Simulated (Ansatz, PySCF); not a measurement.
Dimer: BFH2O2 (SMILES OB(O)F) (first 6 atoms) with HF (SMILES F); geometry from B3LYP-D3(BJ)/def2-TZVP, rigid monomers moved along the line of their centres of mass till O3···H8 is 3.10 Å.
(charge 0, multiplicity 1):
```csv
atom,x (Å),y (Å),z (Å)
O,1.1091,0.8348,0.2336
B,0.0276,0.0340,0.1597
O,-0.4567,-0.5168,1.3137
F,-0.5826,-0.2359,-1.0041
H,1.3992,1.1900,-0.6120
H,-1.2297,-1.0779,1.1930
F,0.3923,-0.4845,5.2643
H,0.1959,-0.4934,4.3464
```

Counterpoise-corrected where a basis set is named; no monomer relaxation. Rows marked so take none.

Rows in 3-21G, STO-3G carry no dispersion term and start afresh at each structure.

Codes used: Ansatz (Gaussian basis) for Hartree–Fock, density functionals and correlated methods; PySCF for 3-21G rows, STO-3G rows. Values without a source in brackets are computed.

**Question.** One of these levels gives -1.24 kcal/mol for the interaction energy. Which?
(A) HF/STO-3G (no counterpoise)
(B) B3LYP/3-21G (no counterpoise)
(C) PBE/def2-TZVPPD

**Answer.** A, HF/STO-3G (no counterpoise). The others give -2.05 (PBE/def2-TZVPPD), -2.84 (B3LYP/3-21G (no counterpoise))

Ansatz is an electronic-structure program.
